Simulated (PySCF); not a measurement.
Sn(Me)2(SMe)2, SMILES C[S][Sn]([CH3])([CH3])[S]C (C4H12S2Sn), singlet, GFN2-xTB optimised geometry. Atoms within 1.6 Å of the plane z = 0.8 Å (x, y, z in Å): Sn3 (0.18, -0.49, 0.00), C4 (-0.54, -1.66, 1.75), C5 (-0.61, 1.60, 0.00), S6 (2.62, -0.49, 0.00), H11 (-1.58, -1.41, 1.96), H13 (-0.44, -2.72, 1.54), H15 (-0.09, 2.17, 0.76), H16 (-1.67, 1.59, 0.22).

Calculation: PySCF 2.14.0 with PBE0/def2-SVP, def2 effective core potentials past Kr. The core electrons that the potentials of Sn replace are not part of the density.

Map of the deformation density (molecule minus spherical neutral atoms) (e/bohr³) on the plane z = 0.8 Å:

```
|...............................|
|...............................|
|...............................|
|...............................|
|...............................|
|...............................|
|...............................|
|...............  ..............|
|.............:+-  .............|
|.............=@%:..............|
|......... .:.:+=:..............|
|......... .:. ::...............|
|...............................|
|..............:.......::::.....|
|......................::::.....|
|.......................:::.....|
|.....................  .::.....|
|.............::......  .::.....|
|............:--::......:::.....|
|.............-=-:.....::::.....|
|.............:--:......:::.....|
|...........  .:................|
|...............................|
|...............................|
|...............................|
|...............................|
|...............................|
|...............................|
|...............................|
|...............................|
|...............................|
```
Scale: ten equal steps from -0.013 (start of ' ') to 0.060 (end of '@'), in the order ' .:-=+*#%@'; x runs from -5.00 to 5.00, y from -5.00 (bottom) to 5.00 (top).
